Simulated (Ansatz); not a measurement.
RuO2⁺. The state is a doublet with charge 1. Geometry PBE0-D4/def2-TZVP; atoms count from 1.

```xyz
3

Ru   -0.373   -1.337   -0.831
O    -0.037    0.550   -0.129
O     0.410    0.787    0.960
```

In the def2 sets Ru takes a core potential; there is no spin–orbit coupling. The structure holds 1 bond(s) between oxygen atoms. The charge 1 doublet is spin-contaminated (final ⟨S²⟩ up to 2.45, 0.75 for a pure state). Another isomer (doublet) lies 1.20 eV lower at PBE0-D4/def2-TZVP; other spin states weren't run for this one.

Question: Estimate the Mulliken populations from the PBE0/def2-TZVP orbitals of Ansatz.

Answer: 
| atom | charge (e) | spin (α − β) | d electrons |
| --- | --- | --- | --- |
| Ru1 | 0.93 | 2.79 | 6.94 |
| O2 | -0.06 | -0.72 | – |
| O3 | 0.13 | -1.07 | – |
Mulliken values depend strongly on the basis.

Question: Where does the spin sit?

Answer: Summed by element: Ru 2.79, O -1.79, of 1 unpaired in all. Largest on single atoms: Ru1 2.79, O3 -1.07, O2 -0.72.

Question: And the Mayer bond orders between heavy atoms (over 0.3)?

Answer: Ru1–O2 0.43 (2.04 Å); O2–O3 1.68 (1.20 Å).
